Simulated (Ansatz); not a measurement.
## Relaxing a trial structure of H5NSSn

The starting geometry of this gas-phase singlet was optimised with GFN2-xTB.

| atom | x (Å) | y (Å) | z (Å) |
| --- | --- | --- | --- |
| N | 0.4295 | -1.3164 | -0.2951 |
| S | 2.3252 | 1.3306 | -1.4812 |
| Sn | -0.0766 | 0.6675 | 0.0516 |
| H | 0.8467 | -1.8892 | 0.4249 |
| H | -0.2167 | -1.9060 | -0.8023 |
| H | 1.1324 | 0.8028 | 1.4430 |
| H | 3.0017 | 1.4831 | -0.3564 |
| H | 2.5669 | 0.0318 | -1.5202 |

Q: Where would you expect an optimisation with PBE-D3(BJ)/def2-SVP to take it?

A: It rearranges, giving a structure given below by its coordinates. Distances that change by over a tenth: N1–Sn3 (2.08 → 2.45 Å), S2–Sn3 (2.93 → 2.56 Å). Contacts that open: S2–H8 (1.32 → 2.64 Å). Contacts that close: N1–H8 (2.81 → 1.04 Å).

The energy falls by 1.40 eV over 17 steps:

| step | E − E(last) (eV) |
| --- | --- |
| 1 | 1.403 |
| 3 | 1.265 |
| 5 | 1.171 |
| 6 | 1.082 |
| 8 | 0.518 |
| 10 | 0.094 |
| 12 | 0.005 |
| 13 | 0.001 |
| 15 | 0.000 |
| 17 | 0.000 |

Final geometry (Å):

```xyz
8

N     0.7639   -1.2278   -0.4768
S     2.2072    1.5702   -1.4020
Sn    0.1000    1.0899   -0.0297
H     1.0554   -1.7904    0.3329
H     0.1480   -1.7994   -1.0695
H     1.0630    0.8842    1.4894
H     3.0676    1.4451   -0.3544
H     1.6041   -0.9676   -1.0254
```

Frequencies at the end are all real (lowest 129 cm⁻¹). Atoms past krypton carry core potentials, without spin–orbit terms. Run with Ansatz 0.2.0, 20 s on 2 threads of Arm Neoverse V1, with other jobs on the host.
